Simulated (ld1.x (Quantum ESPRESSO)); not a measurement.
## PBE PAW dataset for Tc (Z = 43), fully relativistic all-electron reference.

The input file (ld1.x (Quantum ESPRESSO) 7.5):

```
&input
   title='Tc', zed=43., rel=2, dft='PBE', iswitch=3,
   config='[Kr] 4d5 5s1.5 5p0.5', rel_dist='average',
   nld=5, rlderiv=2.85, eminld=-3.0, emaxld=5.0, deld=0.02
 /
 &inputp
   pseudotype=3, lpaw=.true., tm=.true., lloc=-1, rcloc=2.00,
   nlcc=.false.,
   which_augfun='PSQ', rmatch_augfun=0.95,
   file_pseudopw='Tc.UPF', file_wfcaegen='ae.wfc', file_wfcncgen='nc.wfc', file_beta='beta', file_chi='chi', file_wfcusgen='us.wfc'
 /
6
5S  1  0   1.50   0.00  1.60  2.20  0.0
5S  1  0   0.00   1.05  1.60  2.20  0.0
5P  2  1   0.50   0.00  1.90  2.60  0.0
5P  2  1   0.00   0.35  1.90  2.60  0.0
4D  3  2   5.00   0.00  1.20  1.50  0.0
4D  3  2   0.00   2.20  1.20  1.50  0.0
 &test
   configts(1)='4d5 5s1.5 5p0.5'
 /
```

Command:

```bash
ld1.x < Tc.in > Tc.out
```

Resulting log (shortened: banner, matrices, multipoles, cross overlaps and the repeated all-electron block are left out):

```
[... start of the log left out ...]
       Zero norm: self consistency problem; state:  3 (l=  0, j=0.5)
       Zero norm: self consistency problem; state:  3 (l=  0, j=0.5)
       Zero norm: self consistency problem; state:  3 (l=  0, j=0.5)
       Zero norm: self consistency problem; state:  3 (l=  0, j=0.5)
       Zero norm: self consistency problem; state:  3 (l=  0, j=0.5)
       Zero norm: self consistency problem; state:  3 (l=  0, j=0.5)
       Zero norm: self consistency problem; state:  3 (l=  0, j=0.5)
       Zero norm: self consistency problem; state:  3 (l=  0, j=0.5)
       Zero norm: self consistency problem; state:  3 (l=  0, j=0.5)
       Zero norm: self consistency problem; state:  3 (l=  0, j=0.5)
       Zero norm: self consistency problem; state:  3 (l=  0, j=0.5)
       Zero norm: self consistency problem; state:  3 (l=  0, j=0.5)
       Zero norm: self consistency problem; state:  3 (l=  0, j=0.5)
       Zero norm: self consistency problem; state:  3 (l=  0, j=0.5)
       Zero norm: self consistency problem; state:  3 (l=  0, j=0.5)
       Zero norm: self consistency problem; state:  3 (l=  0, j=0.5)
       Zero norm: self consistency problem; state:  3 (l=  0, j=0.5)
       Zero norm: self consistency problem; state:  3 (l=  0, j=0.5)
       Zero norm: self consistency problem; state:  3 (l=  0, j=0.5)
       Zero norm: self consistency problem; state:  3 (l=  0, j=0.5)
       Zero norm: self consistency problem; state:  3 (l=  0, j=0.5)
       Zero norm: self consistency problem; state:  3 (l=  0, j=0.5)
       Zero norm: self consistency problem; state:  3 (l=  0, j=0.5)
       Zero norm: self consistency problem; state:  3 (l=  0, j=0.5)
       Zero norm: self consistency problem; state:  3 (l=  0, j=0.5)
       Zero norm: self consistency problem; state:  3 (l=  0, j=0.5)
       Zero norm: self consistency problem; state:  3 (l=  0, j=0.5)
       Zero norm: self consistency problem; state:  3 (l=  0, j=0.5)
       Zero norm: self consistency problem; state:  3 (l=  0, j=0.5)

 %%%%%%%%%%%%%%%%%%%%%%%%%%%%%%%%%%%%%%%%%%%%%%%%%%%%%%%%%%%%%%%%%%%%%%%%%%%%%%
     Error in routine run_pseudo (1):
     Errors in PS-KS equation
 %%%%%%%%%%%%%%%%%%%%%%%%%%%%%%%%%%%%%%%%%%%%%%%%%%%%%%%%%%%%%%%%%%%%%%%%%%%%%%

     stopping ...
```

The run stopped because the pseudo-atom solver did not find the valence states with the expected number of nodes, which is the usual sign of a ghost state.

The run took about 1.1 s on one core of a shared server CPU.
